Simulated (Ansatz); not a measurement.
```yaml
crystal:
  periodic: [false, false, false]
  atoms:
    - {symbol: Cl, position_ang: [0.123601, -0.074779, 0.327525]}
    - {symbol: Hf, position_ang: [0.073601, -0.074779, 0.027525]}
    - {symbol: Cl, position_ang: [1.949218, -1.134570, -0.849212]}
    - {symbol: I, position_ang: [-2.161713, -0.849218, -1.354139]}
    - {symbol: I, position_ang: [0.308632, 2.576635, -0.142699]}
basis:
  gaussian: {orbitals: def2-mTZVP}
hamiltonian: {xc: {name: PBE-QIDH}}
```

```sh
$ ansatz run in.yaml --threads 4 --pin off --events-out ev --progress --plain --max-ram 11315MiB
```

Shortened log:

```
Functional definition: PBE-QIDH
1446 factors; integrals over basis functions are off by at most 3.2e-4 eV
mean field evaluation 1: about -36852.6223 eV, gradient 1.2e2 eV
mean field evaluation 2: about -36854.0000 eV, gradient 1.2e2 eV
mean field evaluation 4: about -36862.1463 eV, gradient 8.3e0 eV
mean field evaluation 8: about -36862.2797 eV, gradient 5.0e-1 eV
mean field evaluation 16: about -36862.2802 eV, gradient 2.5e-4 eV
a density is far from that of the atoms, so the factors are made again for it
1550 factors; integrals over basis functions are off by at most 9.0e-5 eV
mean field evaluation 32: about -36862.2804 eV, gradient 1.8e-6 eV
mean field -36862.28041098 eV, -1354.6638189523 hartree, gradient 1.8e-6 eV, S^2 0.000000; 1 other end points of the search recorded, 0 dependent functions left out
18 core orbitals not correlated: weight in the atoms' cores, before any rotation towards them, 0.073 or more for the frozen orbitals, at most 0.028 for the correlated occupied ones
reference -36862.28042291 eV, -1354.6638193908 hartree; 30, 30 occupied and 104, 104 virtual orbitals, 1550 factors
second order -20.20029855 eV of doubles, -0.00000000 eV of singles
Total energy: -36869.01385576 eV, -1354.9112684839 hartree
```

In this input one atom was put on top of another. The calculation finished and met its thresholds. The result belongs to that input, not to the molecule as meant.
